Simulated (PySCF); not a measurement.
## Radial density of Sr⁺ (strontium, charge +1)

UHF, [Kr] 4d1, 2D determinant (an excited configuration). All numbers are calculated (PySCF 2.14, scalar relativity through the core potential, in def2-TZVPPD with the def2 core potential (28 electrons) (6s4p3d1f, 40 functions)). This is the valence pseudo-density: the core potential removes the inner electrons and smooths the orbitals near the nucleus.

| r (bohr) | 4πr²ρ (e/bohr) | 4πr²(ρα − ρβ) |
| --- | --- | --- |
| 0.0852 | 2.009e-05 | 0.0000 |
| 0.143 | 0.0001257 | 0.0000 |
| 0.241 | 0.001372 | 0.0000 |
| 0.405 | 0.03820 | 0.0006 |
| 0.682 | 1.205 | 0.0059 |
| 1.15 | 6.518 | 0.0918 |
| 1.93 | 3.723 | 0.3234 |
| 3.24 | 0.4525 | 0.2554 |
| 5.46 | 0.05961 | 0.0590 |
| 9.18 | 0.002907 | 0.0029 |

Energies and moments cover only the electrons outside the core potential.
